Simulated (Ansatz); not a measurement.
Cost and result up the ladder for the cluster Te2Se3 (5 atoms). The state is a singlet with charge 0. Geometry: PBE-D4/def2-SVP.

| atom | x (Å) | y (Å) | z (Å) |
| --- | --- | --- | --- |
| Se1 | 0.599 | -2.310 | -2.557 |
| Se2 | -0.022 | 1.586 | 1.995 |
| Se3 | -1.876 | 1.498 | 0.706 |
| Te4 | -0.329 | -0.660 | -1.040 |
| Te5 | 1.629 | -0.115 | 0.896 |

Ansatz on 4 threads of Intel Xeon on a shared host. Times are rough, and most runs start from the orbitals of an earlier one. No level here is sound enough to serve as a yardstick. Binding counts from free atoms at the same level (Se triplet, Te triplet; other spins of the atoms weren't run), without zero-point energy or a counterpoise term.

In the def2 sets Te takes a core potential; there is no spin–orbit coupling. LC-ωPBE has ω = 0.4 bohr⁻¹. Correlated methods freeze 35 core orbitals; core or outer-core shells of Se, Te are correlated, in sets that lack core-valence functions. The rows differ in basis, and correlated rows in double-zeta sets carry the largest basis error. Another isomer (singlet) lies 1.27 eV lower at PBE0-D4/def2-TZVP; other spin states weren't run for this one.

Correlated methods converge slowly with the basis, most of all in double-zeta sets.

| level | functions | wall time | binding energy per atom (eV) | remarks |
| --- | --- | --- | --- | --- |
| PBE-D4/def2-TZVP (with forces) | 244 | 8.5 s | 2.29 | restricted SCF unstable in HF |
| r2SCAN-D4/def2-TZVP | 244 | 14 s | 2.05 | restricted SCF unstable in HF |
| LC-ωPBE/def2-TZVP | 244 | 17 s | 1.40 | restricted SCF unstable in HF |
| PBE0-D4/def2-TZVP | 244 | 19 s | 1.96 | restricted SCF unstable in HF |
| ωB97M-V/def2-TZVP | 244 | 47 s | 1.62 | restricted SCF unstable in HF |
| CCSD(T)/def2-SVP | 148 | 3.7 min | 1.46 | flagged by the program, large T1 (0.027), restricted SCF unstable |
